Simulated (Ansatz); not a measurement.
```yaml
crystal:
  periodic: [false, false, false]
  atoms:
    - {symbol: B, position_ang: [-0.023639, -0.680476, 0.086348]}
    - {symbol: Te, position_ang: [1.120727, 1.004527, -0.328904]}
    - {symbol: H, position_ang: [-1.273011, -0.691260, 0.315931]}
    - {symbol: H, position_ang: [0.545803, -1.765400, 0.093565]}
    - {symbol: H, position_ang: [-0.210905, 2.034856, -0.255794]}
basis:
  gaussian: {orbitals: def2-TZVPP}
hamiltonian: {xc: {name: HF}, pseudopotentials: {relativity: scalar}}
correlation: {method: ccsd}
```

```sh
$ ansatz run in.yaml --threads 2 --pin off --events-out ev --progress --plain --max-ram 4352MiB
```

Output, abridged:

```
Functional definition: HF
  name "HF"
  cite "Fock, Z. Phys. 61, 126 (1930) doi:10.1007/BF01340294"
  parent pbe
  exchange = exact_x
  correlation = 0
891 factors; integrals over basis functions are off by at most 1.4e-3 eV
mean field evaluation 1: about -7983.8153 eV, gradient 1.2e1 eV
mean field evaluation 2: about -7983.8209 eV, gradient 1.2e1 eV
mean field evaluation 4: about -7984.6667 eV, gradient 2.7e0 eV
mean field evaluation 8: about -7984.6903 eV, gradient 1.9e-1 eV
mean field evaluation 16: about -7984.5691 eV, gradient 5.2e0 eV
mean field -7984.69075567 eV, -293.4319730529 hartree, gradient 2.8e-6 eV, S^2 0.000000; 0 other end points of the search recorded, 0 dependent functions left out
5 core orbitals not correlated: weight in the atoms' cores, before any rotation towards them, 1.000 or more for the frozen orbitals, at most 0.000 for the correlated occupied ones
reference -7984.69075567 eV, -293.4319730529 hartree; 11, 11 occupied and 107, 107 virtual orbitals, 891 factors
second order -15.71415863 eV of doubles, -0.00000000 eV of singles
cycle   1  -15.17250308 eV  change    5.4e-1 eV  update   9.1e-2
cycle   2  -15.60718291 eV  change   -4.3e-1 eV  update   2.7e-2
cycle   3  -15.66571137 eV  change   -5.9e-2 eV  update   1.7e-2
cycle   4  -15.64168352 eV  change    2.4e-2 eV  update   6.1e-3
cycle   5  -15.64372476 eV  change   -2.0e-3 eV  update   3.6e-3
cycle   6  -15.64567780 eV  change   -2.0e-3 eV  update   9.9e-4
cycle   7  -15.64499969 eV  change    6.8e-4 eV  update   2.8e-4
cycle   8  -15.64509999 eV  change   -1.0e-4 eV  update   8.2e-5
cycle   9  -15.64515056 eV  change   -5.1e-5 eV  update   2.4e-5
cycle  10  -15.64512518 eV  change    2.5e-5 eV  update   6.8e-6
Total energy: -8000.33588084 eV, -294.0069207985 hartree
Relativity: scalar
```

Hardware: 2 threads of an Arm Neoverse V1 on a shared host. Wall time 5.5 s, peak host memory 0.63 GiB.
